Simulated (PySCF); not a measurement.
Isomers of C6H9N3Si, mass 151.057 u with the commonest isotopes. Computed with PBE0/pcSseg-1 in PySCF (dipole) on a GFN2-xTB geometry, gas phase. One conformer each, none proved a minimum here; rigid rotors.

**Question.** Order these by out-of-plane moment Σ m c² = (Ia + Ib − Ic)/2, smallest first.
A. `[CH3:1][SiH:2]([CH3:3])[n:4]1[cH:5][cH:6][c:7]([C:8]#[N:9])[n:10]1` with C1–Si2–N4–C5 -120°
B. `[SiH3:1][c:2]1[n:3][n:4][n:5][cH:6][c:7]1[CH:8]1[CH2:9][CH2:10]1` with C6–C7–C8–C9 35°
C. `[CH:1]#[C:2][c:3]1[n:4][n:5]([CH2:6][CH3:7])[n:8][c:9]1[SiH3:10]` with N4–N5–C6–C7 -88°
D. `[CH3:1]/[C:2]([C:3]#[N:4])=[N:5]/[SiH2:6][CH2:7][CH2:8][C:9]#[N:10]` with C2–N5–Si6–C7 108°, N5–Si6–C7–C8 35°, Si6–C7–C8–C9 -71°
E. `[CH:1]#[C:2][c:3]1[cH:4][n:5][n:6]([SiH:7]([CH3:8])[CH3:9])[n:10]1` with N5–N6–Si7–C8 -120°

**Answer.** B (22.60 u·Å²), C (26.06 u·Å²), D (72.20 u·Å²), E (81.60 u·Å²), A (82.67 u·Å²).

**Question.** Order these by rotational constant A, largest first.
A. `[CH3:1][SiH:2]([CH3:3])[n:4]1[n:5][cH:6][cH:7][c:8]1[C:9]#[N:10]` with C1–Si2–N4–N5 123°
B. `[CH:1]#[C:2][c:3]1[n:4][cH:5][n:6]([SiH:7]([CH3:8])[CH3:9])[n:10]1` with C5–N6–Si7–C8 119°
C. `[CH:1]#[C:2][c:3]1[n:4][n:5]([CH2:6][CH3:7])[n:8][c:9]1[SiH3:10]` with N4–N5–C6–C7 -88°
D. `[CH3:1][SiH:2]([CH3:3])[n:4]1[cH:5][cH:6][c:7]([C:8]#[N:9])[n:10]1` with C1–Si2–N4–C5 -120°
E. `[SiH3:1][c:2]1[n:3][n:4][n:5][cH:6][c:7]1[CH:8]1[CH2:9][CH2:10]1` with C6–C7–C8–C9 35°
F. `[CH:1]#[C:2][c:3]1[cH:4][n:5][n:6]([SiH:7]([CH3:8])[CH3:9])[n:10]1` with N5–N6–Si7–C8 -120°

**Answer.** F (2413 MHz), B (2352 MHz), D (2261 MHz), C (1727 MHz), A (1515 MHz), E (1454 MHz).

**Question.** Order these by rotational constant C, largest first.
A. `[CH:1]#[C:2][c:3]1[cH:4][n:5][n:6]([SiH:7]([CH3:8])[CH3:9])[n:10]1` with N5–N6–Si7–C8 -120°
B. `[CH3:1]/[C:2]([C:3]#[N:4])=[N:5]/[SiH2:6][CH2:7][CH2:8][C:9]#[N:10]` with C2–N5–Si6–C7 108°, N5–Si6–C7–C8 35°, Si6–C7–C8–C9 -71°
C. `[SiH3:1][c:2]1[n:3][n:4][n:5][cH:6][c:7]1[CH:8]1[CH2:9][CH2:10]1` with C6–C7–C8–C9 35°
D. `[CH:1]#[C:2][c:3]1[n:4][n:5]([CH2:6][CH3:7])[n:8][c:9]1[SiH3:10]` with N4–N5–C6–C7 -88°
E. `[CH3:1][SiH:2]([CH3:3])[n:4]1[n:5][cH:6][cH:7][c:8]1[C:9]#[N:10]` with C1–Si2–N4–N5 123°

**Answer.** E (784.0 MHz), B (677.3 MHz), C (654.2 MHz), A (597.2 MHz), D (576.6 MHz).

```tsv
SMILES	point group	Ia (u·Å²)	Ib (u·Å²)	Ic (u·Å²)	κ	μa (D)	μb (D)	μc (D)
C#Cc1cnn([SiH](C)C)n1	Cs	209.42	800.00	846.22	-0.96	1.07	0.47	0.00
C[SiH](C)n1nccc1C#N	near Cs	333.59	474.77	644.58	-0.23	0.13	1.75	0.01
[SiH3]c1nnncc1C1CC1	Cs	347.57	470.16	772.52	0.05	5.00	3.33	0.01
C#Cc1nn(CC)nc1[SiH3]	C1	292.66	635.98	876.52	-0.62	1.18	0.26	0.08
C[SiH](C)n1ccc(C#N)n1	Cs	223.54	780.80	839.00	-0.95	5.59	3.11	0.00
C#Cc1ncn([SiH](C)C)n1	Cs	214.86	785.94	835.36	-0.96	3.63	0.27	0.01
C/C(C#N)=N/[SiH2]CCC#N	C1	334.72	555.84	746.17	-0.44	3.35	1.19	1.89
```
